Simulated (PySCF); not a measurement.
Ge(Cl)3(OSiH3) (Cl3GeH3OSi), SMILES [Ge]([Cl])([Cl])([O][SiH3])[Cl].

Coordinates come from a PBE0-D3(BJ)/def2-SVP optimisation. One conformer was computed; it need not be the lowest.

Computed with PBE0-D3(BJ)/def2-SVP (PySCF).

Frequencies are harmonic and unscaled.

Computed normal modes with their intensities:
```csv
mode,ν (cm⁻¹),IR (km/mol),moving atoms (share of kinetic energy)
1,12,0.4,"Cl 32 %, Si 32 %, O 16 %, H 14 %"
2,71,0.6,"Cl 38 %, Si 32 %, H 22 %"
3,72,0.1,"H 84 %, Cl 9 %"
4,131,0.3,"Cl 83 %, O 11 %"
5,135,1.9,Cl 80 %
6,164,11.1,"Cl 61 %, Ge 26 %"
7,216,18.1,"O 52 %, Cl 29 %, Ge 15 %"
8,230,12.4,"O 31 %, Cl 25 %, Ge 21 %, Si 16 %"
9,403,16.7,Cl 86 %
10,464,86.3,"Cl 58 %, Ge 41 %"
11,471,87.2,"Cl 58 %, Ge 42 %"
12,560,17.1,"O 33 %, Ge 27 %, Si 25 %, H 13 %"
13,719,52.9,"H 84 %, Si 9 %"
14,730,63.4,"H 77 %, O 13 %, Si 10 %"
15,946,70.2,H 96 %
16,950,90.5,H 96 %
17,964,687.1,"H 55 %, O 23 %, Si 21 %"
18,1015,90.6,"O 58 %, H 37 %"
19,2249,62.5,H 98 %
20,2253,118.4,H 96 %
21,2276,108.9,H 96 %
```
